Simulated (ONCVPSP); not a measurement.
**Be, ONCV: configuration errors across variants**

| Quantity | Value |
| --- | --- |
| Element | Be |
| Generator | ONCVPSP 4.0.1 |
| Type | optimised norm-conserving Vanderbilt (ONCV) |
| Functional | PBEsol |
| Relativity | scalar-relativistic |
| Frozen core | [He] |
| Valence charge | 2 |
| Reference configuration | 2s1 (charge +1) |
| Partial waves | 2s: rc 1.90 bohr, ncon 4, nbas 8, qcut 4 1/bohr, 1 projector; p scattering state at 0.03 Ha: rc 1.95 bohr, ncon 5, nbas 8, qcut 5 1/bohr, 3 projectors, debl 3.9 Ha; d scattering state at 0.12 Ha: rc 2.00 bohr, ncon 5, nbas 8, qcut 5.4 1/bohr, 2 projectors, debl 0.9 Ha |
| Local potential | polynomial inside 1.65 bohr (lpopt 5, dvloc0 3 Ha) |
| Core correction | polynomial model core, fcfact 0.6 |

In the p channel the program set the typed energies aside and used 0.050, 3.950, 7.850 Ha.

All-electron excitation energies from the reference (eV): (1) 2s2 -9.458; (2) 2s1.5 -5.736; (3) 2s1 2p1 -5.864; (4) 2s0 2p2 -2.246.

Errors AE − PS in meV (a dash: test not solved or not reliable):

```tsv
change	(1)	(2)	(3)	(4)	bound ghosts	GHOST(+) flags above zero
base	+7.3	+2.4	+8.4	+14	none	none
all radii but the core radius scaled by about 0.78 (s 1.50, p 1.52, d 1.56 bohr); local potential polynomial inside 1.30 bohr (lpopt 5, dvloc0 3 Ha)	+9.1	+3.2	+4.1	+4.9	none	none
all radii but the core radius scaled by about 0.88 (s 1.66, p 1.72, d 1.76 bohr); local potential polynomial inside 1.46 bohr (lpopt 5, dvloc0 3 Ha)	+8.3	+2.9	+5.4	+8.8	none	none
all radii but the core radius scaled by about 1.23 (s 2.34, p 2.40, d 2.46 bohr); local potential polynomial inside 2.02 bohr (lpopt 5, dvloc0 3 Ha)	+1.5	+0.4	+19	+33	none	none
all radii but the core radius scaled by about 1.28 (s 2.42, p 2.50, d 2.56 bohr); local potential polynomial inside 2.10 bohr (lpopt 5, dvloc0 3 Ha)	-0.3	-0.2	+69	+135	none	none
```

Give the same row for: all radii but the core radius scaled by about 1.09 (s 2.08, p 2.14, d 2.18 bohr); local potential polynomial inside 1.80 bohr (lpopt 5, dvloc0 3 Ha).

+5.6, +1.8, +11, +18; bound ghosts: none; GHOST(+) flags above zero: none.
